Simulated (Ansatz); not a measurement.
Consider the formal exchange of groups at the Se–Si bond: `C[SiH2][Se]C` + `[InH3]` → `C[Se][InH2]` + `C[SiH3]`.

Calculated with Ansatz (gas phase, PBE0-D4/def2-TZVP geometries, no zero-point term in ΔE). CCSD(T)/CBS adds triple-zeta CCSD(T) − MP2 to the extrapolated MP2 energy (def2 sets, frozen cores). This one scheme is used for every species. Elements past krypton have def2 core potentials. For In, Se outer-core shells are correlated without core-valence functions, which leaves a few kJ/mol of doubt a bond. Scalar relativity is left out up to krypton. Each species was taken in one conformer, which may not be the lowest.

```csv
species,CCSD(T)/CBS(def2) energy (Eh)
`C[SiH2][Se]C`,-2770.73796
`[InH3]`,-191.56739
`C[Se][InH2]`,-2631.58862
`C[SiH3]`,-330.73916
```

Q: Work out ΔE.

A: ΔE = (-2631.58862) + (-330.73916) − (-2770.73796) − (-191.56739) = -0.02243 Eh = -14.1 kcal/mol.

Largest T1 diagnostic among the species: 0.014.

Leaving LDA and LC-ωPBE aside and taking each functional with its dispersion term where it has one, the values, not all of them listed here, spread over 3.2 kcal/mol, from B2PLYP to B97M-V. LDA lies +0.9 kcal/mol from PBE without D4. In def2-TZVPP, CCSD(T) changes the Hartree–Fock value by +1.1 kcal/mol (the triples alone add −0.0 kcal/mol) and MP2 by +0.8 kcal/mol. From BLYP to BHLYP (50 % exact exchange), in def2-TZVPP and without D4, ΔE moves by +1.2 kcal/mol.
